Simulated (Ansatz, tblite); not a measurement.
Isomers of CdO₂⁻ (doublet), found by a short tight-binding search and relaxed with B3LYP-D4/def2-TZVPD in Ansatz.

In the def2 sets Cd takes a core potential; there is no spin–orbit coupling. The xTB rows come from tblite.

Run but left out: HF/def2-TZVPD, HF/def2-TZVPPD, MP2/def2-TZVPPD, CCSD/def2-TZVPPD, CCSD(T)/def2-TZVPPD (B: ⟨S²⟩ 1.43, where a pure state has 0.75); LDA (SPW92)/def2-TZVPD (B: an occupied level 0.01 eV above an empty one).

A: At PBE-D4/def2-TZVPD, r2SCAN-D4/def2-TZVPD, PBE0-D4/def2-TZVPD the highest occupied level of the charge -1 doublet lies above zero (up to 1.51 eV). By energy differences its removal costs 2.03 eV (vertical, to the charge 0 triplet, at PBE-D4/def2-TZVPD); a positive level beside a positive removal energy at the same level points to self-interaction error. It holds 1 O–O bond. B: At PBE-D4/def2-TZVPD the highest occupied level of the charge -1 doublet lies above zero (up to 0.01 eV). It is a level of β spin, whose loss leaves a triplet; that state wasn't run at this geometry and level. The electron is either unbound and held by the finite basis, or the level is raised by self-interaction error.

Other spin states were run for one of them alone.

A:

```xyz
3

Cd    1.5166    0.7109    0.2327
O    -0.8896   -0.3111    0.5366
O    -0.6269   -0.3999   -0.7693
```

B:

Cartesian coordinates in Å:
```
Cd 0.000 0.000 0.000
O 0.548 0.866 1.647
O -0.548 -0.866 -1.647
```

Task: Estimate which lies lowest at each level, and how far above it the others are (eV).

Result: 
```
               level     A     B
            GFN1-xTB  0.00  2.34
            GFN2-xTB  0.29  0.00
   PBE-D4/def2-TZVPD  0.06  0.00
r2SCAN-D4/def2-TZVPD  0.08  0.00
  PBE0-D4/def2-TZVPD  0.00  0.37
```
Point groups (tolerance 0.1 Å): A not assigned, B D∞h. Lower isomers may exist.
